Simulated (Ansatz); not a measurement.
C₃H₈AlCl (`C[CH](C)[AlH][Cl]`). Total charge 0; spin multiplicity 1.

```
atom   x (Å)   y (Å)   z (Å)
  C1  -0.271   1.435   0.058
  C2   0.340   0.061  -0.206
  C3   0.880  -0.576   1.075
 Al4  -0.836  -1.168  -1.177
 Cl5  -2.403  -0.385  -2.348
  H6  -0.633   1.910  -0.857
  H7  -1.120   1.369   0.745
  H8   0.461   2.110   0.518
  H9   1.194   0.200  -0.890
 H10   1.343  -1.551   0.896
 H11   0.087  -0.724   1.815
 H12   1.636   0.063   1.546
 H13  -0.678  -2.742  -1.173
```

Problem. List the harmonic frequencies (cm⁻¹, unscaled) at PBE0-D4/def2-TZVP in Ansatz. (Estimate.)

Solution. The calculation gave: 16, 100, 180, 223, 234, 280, 336, 464, 503, 584, 670, 900, 919, 967, 989, 1107, 1186, 1237, 1311, 1396, 1416, 1475, 1491, 1493, 1501, 1940, 2976, 3022, 3025, 3083, 3086, 3103, 3117.

Problem. Is this a minimum?

Solution. Yes, all 33 modes are real.

Problem. Give the ideal-gas thermochemistry at 298.15 K and 1 bar (rigid rotor, harmonic oscillator; point group C1, symmetry number 1).

Solution. Zero-point energy 265.1 kJ/mol; H(298) − E = 288.6 kJ/mol; entropy 376.3 J/(mol·K), of which translation 167.1, rotation 115.9, vibration 93.3; G(298) − E = 176.4 kJ/mol. Modes under 100 cm⁻¹ are hindered rotations or soft bends, so the harmonic entropy is rough.

Problem. Rotational constants (cm⁻¹)?

Solution. 0.1969, 0.0518, 0.04273.
